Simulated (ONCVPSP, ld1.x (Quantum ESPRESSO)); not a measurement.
Pseudopotentials across the periodic table

Generated with ld1.x 7.5 (TM, RRKJ, ultrasoft, PAW), atompaw 4.2 or ONCVPSP 4.0.1. The cutoff is in Ry: for ld1.x and atompaw files where the sum of valence levels is converged to 10 mRy in a Bessel basis, for ONCV files where the hardest occupied wave has 1 mHa per electron of residual kinetic energy. The error is the largest all-electron minus pseudo excitation energy over each file’s own four to seven test configurations (ionisations up to +4, promotions, holes and added fractions of an electron), all of which were solved. The labels leave out finer settings (local radius, basis sizes, second energies), which also bear on the numbers. Spin-polarised tests are not counted. The rows are a selection from randomly drawn settings: files with unsolved tests, undetermined cutoffs or missed reference levels are left out.

A true bound ghost makes a file unfit for plane-wave use even where its test errors are small: the radial tests pick states by their node count and pass the ghost by.

| element | potential | cutoff (Ry) | largest error (meV) | bound ghosts |
| --- | --- | --- | --- | --- |
| O | ONCV, PBE, scalar-relativistic, rc 0.85/1.35 (sp), local smoothed, core correction yes, reference 2s2 2p4, qcut 6/11.2, projectors 1/1 | 275 | +479 | none |
| Ni | ONCV, PBE, fully relativistic, rc 1.45/1.10/1.10 (spd), local d, core correction yes, reference 3s2 3p6 3d8 4s1, qcut 9.8/10.3/12.7, projectors 2/2/0 | 140 | -27 | none |
| As | ONCV, PBEsol, scalar-relativistic, rc 1.35/1.10/0.75 (spd), local smoothed, core correction no, reference 3p6 3d10 4s2 4p2.5, qcut 4.9/15.5/22, projectors 3/3/2 | 357 | -126 | s |
| Cd | TM semilocal, LDA (PZ), scalar-relativistic, rc 2.05/2.75/1.42 (spd), local p, core correction no, reference 4d10 5s1 5p1 | 80 | -96 | none |
| Sb | ONCV, PBE, scalar-relativistic, rc 1.95/1.80/1.40 (spd), local smoothed, core correction yes, reference 4d10 5s2 5p2, qcut 2.8/5.2/10.6, projectors 2/1/2 | 85 | -313 | s, p |
| Sb | ONCV, PBEsol, scalar-relativistic, rc 1.50/1.60/1.15 (spd), local smoothed, core correction yes, reference 4s2 4p6 4d10 5s2 5p3, qcut 8.4/10.5/15.3, projectors 2/3/2 | 107 | -12 | none |
| I | ONCV, PBE, scalar-relativistic, rc 1.10/1.15/1.40 (spd), local smoothed, core correction yes, reference 4s2 4p6 4d10 5s2 5p4, qcut 12.7/11.4/10.8, projectors 2/2/2 | 113 | -12 | none |
| Ta | ONCV, PBEsol, fully relativistic, rc 1.90/1.40/2.55/0.80 (spdf), local smoothed, core correction yes, reference 4f13.5 5s2 5p6 5d3.5 6s2, qcut 6.4/6.6/5/20.9, projectors 2/2/2/1 | 387 | -107 | s, p3/2, p1/2 |

Task: Fill in the row for Ce: ONCV, LDA (Perdew-Wang 92), scalar-relativistic, rc 2.40/2.85/4.00/1.15 (spdf), local smoothed, core correction no, reference 4f1 5s2 5p6 5d1 6s2, qcut 4.8/5.6/4.2/16.8, projectors 2/3/2/2.

Result: cutoff 205 Ry, largest error +254 meV, bound ghosts: s, p, d.
